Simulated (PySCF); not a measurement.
Simulated characterisation data

[PySCF 2.14: GIAO PBE0/pcSseg-1 shieldings; GFN2-xTB structure; isolated molecule; averaged over atoms made equivalent by symmetry, fast rotation or ring inversion; non-relativistic; one computed conformer]

References, each an isolated molecule treated in the same way: ¹H (σ = 31.72 ppm), ¹³C (σ = 186.93 ppm) against TMS. Splittings of carbon signals by F and P are missing where no couplings were computed. Where no couplings were computed, multiplicities follow the n + 1 count of equivalent neighbours, and m marks all less simple cases (inequivalent or close neighbours, rings, F or P nearby). Shifts are as computed. Against solution values, carbons near 30 ppm lie about +3 ppm off and those near 130 ppm about +5 ppm; carbons on Cl a further +6 ppm. Of 1211 compounds with measured shifts, 218 miss one by over three times the rms of a fit or turn the order of signals round; such compounds aren't used in these exercises. Carbons bonded to Cl come out too deshielded.

Compound 1 (C8H12ClF). ¹H NMR (400 MHz, computed): δ 4.46 (m, 1H), 2.04 (m, 1H), 1.85 (m, 1H), 1.83 (m, 1H), 1.66 (m, 1H), 1.65 (m, 1H), 1.61 (m, 1H), 1.41 (m, 1H), 1.36 (m, 1H), 1.04 (d, 3H). ¹³C{¹H} NMR (computed): δ 98.0 (CH), 76.5 (C), 45.1 (CH2), 44.8 (CH2), 42.1 (CH), 40.9 (CH2), 40.8 (CH), 23.9 (CH3). Structure: `C[C@@H]1C[C@]2(Cl)C[C@H]1C[C@H]2F`.

Compound 2 (C4H4F3N3). ¹H NMR (400 MHz, computed): δ 7.78 (s, 2H), 4.94 (m, 2H). ¹³C{¹H} NMR (computed): δ 140.4 (CH), 132.1 (C), 58.6 (CH2). Structure: SMILES FC(F)(F)Cn1nccn1.
